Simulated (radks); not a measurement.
Coherent X-ray form factor from a spherical all-electron density. Calculated with a radial shooting solver on a logarithmic mesh with Libxc functionals: scalar-relativistic Kohn-Sham, PBE, spin-unpolarised, spherical densities, finite nucleus; Fermi nuclear charge, rms radius of each element as measured or else 0.836 A^(1/3) + 0.57 fm.

| sin(theta)/lambda (1/angstrom) | f0 (electrons) |
|---|---|
| 0.05 | 61.233 |
| 0.1 | 59.123 |
| 0.15 | 56.117 |
| 0.2 | 52.691 |
| 0.25 | 49.207 |
| 0.3 | 45.891 |
| 0.4 | 40.106 |
| 0.5 | 35.415 |
| 0.6 | 31.518 |
| 0.8 | 25.346 |
| 1 | 20.973 |
| 1.25 | 17.487 |
| 1.5 | 15.207 |
| 2 | 11.587 |

The species is in the configuration that NIST lists as its ground one. Which atom or ion scatters so?

Answer. The gadolinium ion Gd2+, [Xe] 4f7 5d1. Extrapolating in s^2 from the first two rows gives f0(0) = 61.9, near the electron count 62; among species with that count, the fall with angle is slower the higher Z, and the table is that of Z = 64; from so few rows the species is fixed only to a neighbour or two.
